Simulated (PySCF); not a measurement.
**Polarisability and C₆ of C²⁺ (carbon, charge +2)**

[He] 2s2, closed-shell 1S. Calculation: PySCF 2.14, in dyall-av2z (11s7p2d, 42 functions); the non-relativistic Hamiltonian (point nucleus). Coupled (time-dependent) response in atomic units; α is the mean over directions. A double-zeta set is small for polarisabilities.

```
method  mean α (bohr³)  C₆ (like pair)  S(−4)
   UHF           4.509           7.111  23.20
   PBE           4.223           6.501  20.12
  PBE0           4.280           6.624  20.70
 B97-3           4.253           6.526  20.70
   M06           4.227           6.328  21.40
```

S(−4) is the Cauchy moment in α(ω) = α(0) + S(−4) ω² + …

α(iu) at B97-3:

```tsv
u (hartree)	α(iu) (bohr³)
0	4.253
0.0500	4.202
0.100	4.056
0.200	3.568
0.300	2.985
0.500	2.001
0.750	1.266
1.00	0.8674
1.50	0.4857
2.00	0.3144
3.00	0.1663
5.00	0.07320
```

For an ion, C₆ is the dispersion term alone; charge-induced terms of lower order in 1/R come first.
